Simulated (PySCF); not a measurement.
PBE0 on S⁻ (sulfur, charge -1), [Ne] 3s2 3p5, 2P determinant. Computed with PySCF 2.14 in aug-cc-pCVQZ-DK (10s9p7d5f3g, 134 functions), with scalar relativity by spin-free X2C-1e.

```
cycle= 1 E= -399.150560710749  delta_E= -0.00865  |g|= 0.0188  |ddm|= 0.651
cycle= 2 E= -399.150704756699  delta_E= -0.000144  |g|= 0.0151  |ddm|= 0.0709
cycle= 3 E= -399.150845944938  delta_E= -0.000141  |g|= 0.00467  |ddm|= 0.0472
cycle= 4 E= -399.15086002443  delta_E= -1.41e-05  |g|= 0.000971  |ddm|= 0.0107
cycle= 5 E= -399.150861524248  delta_E= -1.5e-06  |g|= 0.000207  |ddm|= 0.00343
cycle= 6 E= -399.150861640864  delta_E= -1.17e-07  |g|= 4.82e-05  |ddm|= 0.00114
cycle= 7 E= -399.150861647699  delta_E= -6.84e-09  |g|= 3.97e-06  |ddm|= 0.000319
cycle= 8 E= -399.150861647733  delta_E= -3.34e-11  |g|= 5.49e-07  |ddm|= 2.22e-05
converged SCF energy = -399.150861647733  <S^2> = 0.75598302  2S+1 = 2.0059741
```

Highest occupied orbital energy: 0.124 eV; ⟨L²⟩ = 2.03; populations by l: s 6.00, p 11.00, d 0.00, f 0.00.

Q: Can this result be used?

A: With care. The calculation finished and met its thresholds. At PBE0 the highest occupied level has a positive energy, so only the finite basis holds that electron; in a semilocal or global hybrid functional this comes from self-interaction and does not mean that the real anion is unbound.
